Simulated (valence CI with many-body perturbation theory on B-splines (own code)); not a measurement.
**Nb17+: what each term of the Hamiltonian does**

Calculated by configuration interaction combined with many-body perturbation theory (CI+MBPT): six valence electrons over a frozen Dirac-Fock core [Ar], radial functions for each j: 7 s, 7 p, 8 d, 6 f, 4 g, 1 h, with the one-electron correlation potential Σ1 (screened to all orders), the two-electron term Σ2, the three-electron term Σ3, Breit, model QED; selected single and double excitations, second order for the rest, scaled by the run's own slope (own B-spline code, finite nucleus).

No measured levels were compared; by estimate terms of the open shell hold to 2 to 4 % of their energy, and close levels can change places. Core correlation moves these levels by up to 8900 cm⁻¹, and in measured spectra 5 to 20 % of such shifts remained as error; rates that hang on mixing are uncertain with them. Among the levels kept, up to 700 cm⁻¹ of a level comes from second order outside the variational space, and about a tenth of that is noise between levels of different J, which matters for small intervals. Only levels of the ground parity were solved; by the run's estimate the other parity begins above the list, which can be wrong where configurations are misplaced.

Each rung adds one term. CI alone is the Dirac-Coulomb CI over the frozen core; QED comes last and gives the full result, which names the levels. Energies are above 3d⁶ ⁵D_4 on the same rung, in cm⁻¹.

Names give the largest LS component (configuration and term), which can be under half, so a name can repeat, a term be missing and a line seem to break the LS rules; names also repeat where a configuration has a term twice. Letters in brackets count levels of one name in rising energy.

| Level | CI alone | + Σ1 | + Σ2 | + Σ3 | + Breit | Full |
| --- | --- | --- | --- | --- | --- | --- |
| 3d⁶ ⁵D_3 | 12925 | 13151 | 13664 | 13777 | 13603 | 13651 |
| 3d⁶ ⁵D_2 | 17043 | 17250 | 17421 | 17265 | 17388 | 17431 |
| 3d⁶ ⁵D_1 | 22014 | 22332 | 22898 | 22288 | 22361 | 22425 |
| 3d⁶ ⁵D_0 | 23718 | 24048 | 24655 | 24000 | 24118 | 24182 |
| 3d⁶ ³F_4 [a] | 63659 | 63731 | 62548 | 61251 | 61772 | 61757 |
| 3d⁶ ³P_2 [a] | 70065 | 70334 | 68671 | 65753 | 66221 | 66252 |
| 3d⁶ ³H_6 | 71352 | 71627 | 71946 | 69558 | 68017 | 68045 |
| 3d⁶ ³H_5 | 72276 | 72534 | 72093 | 70931 | 70182 | 70204 |
| 3d⁶ ³F_3 [a] | 82587 | 82936 | 81542 | 80159 | 80035 | 80077 |
| 3d⁶ ³F_2 [a] | 86495 | 86864 | 84941 | 83044 | 83067 | 83110 |
| 3d⁶ ³H_4 | 87829 | 88361 | 88602 | 86911 | 85974 | 86061 |
| 3d⁶ ³P_0 [a] | 97619 | 98058 | 96137 | 94426 | 94508 | 94573 |
| 3d⁶ ³G_5 | 98606 | 99199 | 98958 | 98082 | 96289 | 96384 |
| 3d⁶ ³P_1 [a] | 102039 | 102682 | 100546 | 98309 | 97963 | 98074 |
| 3d⁶ ³G_4 | 103553 | 104105 | 103135 | 102431 | 101157 | 101242 |
| 3d⁶ ³G_3 | 108514 | 109195 | 108192 | 107462 | 106355 | 106467 |
| 3d⁶ ³D_2 | 112125 | 112570 | 108791 | 108907 | 108787 | 108836 |
| 3d⁶ ¹I_6 | 116730 | 117346 | 118237 | 115455 | 113129 | 113219 |
| 3d⁶ ³D_3 | 116625 | 117144 | 113213 | 114284 | 113856 | 113924 |

(1) How does the ionisation energy move along the ladder, and which term matters most?

Results:

(1) CI alone 676.42, + Σ1 678.56, + Σ2 688.50, + Σ3 688.70, + Breit 688.54, + QED 688.57 eV. The largest step is Σ2, 9.95 eV. NIST lists 688 ± 3 eV (theoretical).
